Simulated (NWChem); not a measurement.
1,1,1-trifluoroethane (C₂H₃F₃); SMILES FC(F)(C)F

```xyz
8

C      0.0000     0.0000    -1.4773
C      0.0000     0.0000     0.0294
F     -0.8879    -0.8900     0.5259
F     -0.3268     1.2139     0.5259
F      1.2147    -0.3240     0.5259
H      0.2684    -0.9937    -1.8433
H      0.7264     0.7292    -1.8433
H     -0.9947     0.2644    -1.8433
```
Atoms are numbered in this order, from 1.

Program: NWChem. Pople sets run with spherical d functions. Structure relaxed at the B3LYP/6-31G* (spherical d) level. B3LYP is NWChem's, with the RPA form of VWN correlation. Atomic charges in e: unrestrained fits to the electrostatic potential beside Mulliken populations; buried atoms are poorly determined by the fit.

For level Hartree-Fock/6-31G*:

| Property | Result |
|---|---|
| Mulliken C1 | -0.62 |
| Mulliken C2 | 1.26 |
| Mulliken F3 | -0.42 |
| Mulliken F4 | -0.42 |
| Mulliken F5 | -0.42 |

### Question
How do the values read with level B3LYP/def2-SVP instead?

### Answer
| Item | Value |
|---|---|
| Mulliken C1 | -0.02 |
| Mulliken C2 | 0.44 |
| Mulliken F3 | -0.19 |
| Mulliken F4 | -0.19 |
| Mulliken F5 | -0.19 |
